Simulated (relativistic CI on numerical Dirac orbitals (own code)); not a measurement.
# Radial parameters of Gd46+

Calculated at this level of theory: Dirac-Coulomb-Breit CI, separate exchange-only KLI orbitals for each configuration, QED by a radiative potential, unscaled Slater integrals (own radial code, finite nucleus).

Slater integrals F^k, G^k are unscaled and averaged over j, outside the closed core [Ne]; ζ comes from projecting the Hamiltonian with its Breit term on Σ l·s of the shell.

- 3s2 3p5 3d: ζ(3p) = 924770, F^2(3p,3d) = 448430, G^1(3p,3d) = 469420, G^3(3p,3d) = 316130, ζ(3d) = 126400 cm⁻¹; <r>(3p) = 0.2209, <r^2>(3p) = 0.05642, <r>(3d) = 0.1957, <r^2>(3d) = 0.04425 (bohr units).
- 3s 3p6 3d: G^2(3s,3d) = 355350, ζ(3d) = 126990 cm⁻¹; <r>(3s) = 0.2263, <r^2>(3s) = 0.05845, <r>(3d) = 0.1959, <r^2>(3d) = 0.04432 (bohr units).
- 3s2 3p5 4s: ζ(3p) = 934940, G^1(3p,4s) = 59341 cm⁻¹; <r>(3p) = 0.2198, <r^2>(3p) = 0.05587, <r>(4s) = 0.4273, <r^2>(4s) = 0.2055 (bohr units).

Averages of the first 10 configurations, taken without configuration mixing, which lowers the lowest level and can move excited configurations by several eV; other configurations of the list can lie among them:

| Configuration | Parity | States | Average energy above the lowest level (eV) |
| --- | --- | --- | --- |
| 3s2 3p6 | even | 1 | 0.4 |
| 3s2 3p5 3d | odd | 60 | 293.3 |
| 3s 3p6 3d | even | 20 | 582.8 |
| 3s2 3p5 4s | odd | 12 | 1789.6 |
| 3s2 3p5 4p | even | 36 | 1898.9 |
| 3s2 3p5 4d | odd | 60 | 2020.3 |
| 3p6 3d 4p | odd | 60 | 2770.9 |
| 3s 3p6 4s | even | 4 | 2080.7 |
| 3p6 3d2 | even | 45 | 1175.2 |
| 3p5 3d3 | odd | 720 | 1466.3 |
